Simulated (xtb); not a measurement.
O2Zr, charge +1, sextet, geometry from GFN2-xTB of the parent state (such geometries of metal compounds can be far from the true shape) (the multiplicity is a formal guess); GFN2-xTB run with xtb.

Input for xtb:
```
$ xtb mol.xyz --gfn 2 --chrg 1 --uhf 5 --json

# file mol.xyz
3

Zr    -0.15826003    -0.17493685    -0.22637589
O      1.46587311     0.63453628    -0.33464232
O     -0.67457295     0.24014796     1.46652175
```

**Question.** What does xtb print? Leave out banner, timings and long lists.

**Answer.** 
```
   ID    Z sym.   atoms
    1   40 Zr     1
    2    8 O      2, 3

           -------------------------------------------------
          |                Calculation Setup                |
           -------------------------------------------------

           -------------------------------------------------
          |                 G F N 2 - x T B                 |
           -------------------------------------------------

          ...................................................
          :                      SETUP                      :
          :.................................................:
          :  # basis functions                  18          :
          :  # atomic orbitals                  17          :
          :  # shells                            7          :
          :  # electrons                        15          :
          :  max. iterations                   250          :
          :  Hamiltonian                  GFN2-xTB          :
          :  restarted?                      false          :
          :  GBSA solvation                  false          :
          :  PC potential                    false          :
          :  electronic temp.          300.0000000     K    :
          :  accuracy                    1.0000000          :
          :  -> integral cutoff          0.2500000E+02      :
          :  -> integral neglect         0.1000000E-07      :
          :  -> SCF convergence          0.1000000E-05 Eh   :
          :  -> wf. convergence          0.1000000E-03 e    :
          :  Broyden damping             0.4000000          :
          :  net charge                          1          :
          :  unpaired electrons                  5          :
          ...................................................

 iter      E             dE          RMSdq      gap      omega  full diag
   1     -7.9791264 -0.797913E+01  0.157E+01    0.39       0.0  T
   2     -8.6947452 -0.715619E+00  0.786E+00    0.21       1.0  T
   3     -8.7052697 -0.105245E-01  0.444E+00    0.23       1.0  T
   4     -8.7074739 -0.220419E-02  0.110E+00    0.26       1.0  T
   5     -8.7080474 -0.573474E-03  0.481E-01    0.24       1.0  T
   6     -8.7077703  0.277038E-03  0.287E-01    0.24       1.0  T
   7     -8.7019484  0.582197E-02  0.113E+00    0.24       1.0  T
   8     -8.7080678 -0.611944E-02  0.196E-02    0.24       2.9  T
   9     -8.7080680 -0.171425E-06  0.705E-03    0.24       8.2  T
  10     -8.7080680 -0.345644E-07  0.516E-04    0.24     111.9  T
  11     -8.7080680 -0.726299E-10  0.214E-04    0.24     269.5  T

   *** convergence criteria satisfied after 11 iterations ***

         :::::::::::::::::::::::::::::::::::::::::::::::::::::
         ::                     SUMMARY                     ::
         :::::::::::::::::::::::::::::::::::::::::::::::::::::
         :: total energy              -8.672278669946 Eh    ::
         :: gradient norm              0.104637867190 Eh/a0 ::
         :: HOMO-LUMO gap              0.238699102889 eV    ::
         ::.................................................::
         :: SCC energy                -8.708067998117 Eh    ::
         :: -> isotropic ES            0.149170718046 Eh    ::
         :: -> anisotropic ES         -0.000462012841 Eh    ::
         :: -> anisotropic XC         -0.003849720946 Eh    ::
         :: -> dispersion             -0.000971946155 Eh    ::
         :: repulsion energy           0.035789328171 Eh    ::
         :: add. restraining           0.000000000000 Eh    ::
         :: total charge               0.999999999854 e     ::
         :::::::::::::::::::::::::::::::::::::::::::::::::::::

           -------------------------------------------------
          |                Property Printout                |
           -------------------------------------------------

    * Orbital Energies and Occupations

         #    Occupation            Energy/Eh            Energy/eV
      -------------------------------------------------------------
         1        2.0000           -1.0527153             -28.6458
         2        2.0000           -1.0183451             -27.7106
         3        2.0000           -0.8614133             -23.4402
         4        2.0000           -0.8416240             -22.9018
         5        1.9990           -0.8361345             -22.7524
         6        1.0007           -0.8226025             -22.3842
         7        1.0002           -0.8215859             -22.3565
         8        1.0001           -0.8209600             -22.3395
         9        1.0000           -0.5932588             -16.1434
        10        0.9886           -0.5438712             -14.7995 (HOMO)
        11        0.0084           -0.5350992             -14.5608 (LUMO)
        12        0.0030           -0.5341131             -14.5340
        13                         -0.4741426             -12.9021
        14                         -0.4423679             -12.0374
        15                         -0.3158318              -8.5942
        16                         -0.0407574              -1.1091
        17                         -0.0340895              -0.9276
      -------------------------------------------------------------
                  HL-Gap            0.0087720 Eh            0.2387 eV
             Fermi-level           -0.6845988 Eh          -18.6289 eV

     #   Z          covCN         q      C6AA      α(0)
     1  40 Zr       1.404     0.759   462.644    49.262
     2   8 O        0.702     0.121    13.631     4.947
     3   8 O        0.702     0.121    13.631     4.947

 Mol. C6AA /au·bohr⁶  :        802.275130
 Mol. C8AA /au·bohr⁸  :      94304.062300
 Mol. α(0) /au        :         59.155706

Wiberg/Mayer (AO) data.
largest (>0.10) Wiberg bond orders for each atom

 ---------------------------------------------------------------------------
     #   Z sym  total        # sym  WBO       # sym  WBO       # sym  WBO
 ---------------------------------------------------------------------------
     1  40 Zr   2.052 --     3 O    1.026     2 O    1.026
     2   8 O    2.277 --     3 O    1.251     1 Zr   1.026
     3   8 O    2.277 --     2 O    1.251     1 Zr   1.026
 ---------------------------------------------------------------------------

Topologies differ in total number of bonds
Writing topology from bond orders to xtbtopo.mol

molecular dipole:
                 x           y           z       tot (Debye)
 q only:       -0.047      -0.052      -0.067
   full:       -0.388      -0.428      -0.554       2.035
molecular quadrupole (traceless):
                xx          xy          yy          xz          yz          zz
 q only:        0.492       0.608      -0.870      -0.810       0.251       0.378
  q+dip:        0.126       0.931      -0.674       0.143       0.920       0.548
   full:        0.400       0.984      -0.993      -0.439       0.744       0.592

           -------------------------------------------------
          | TOTAL ENERGY               -8.672278669946 Eh   |
          | GRADIENT NORM               0.104637867190 Eh/α |
          | HOMO-LUMO GAP               0.238699102889 eV   |
           -------------------------------------------------

normal termination of xtb
```
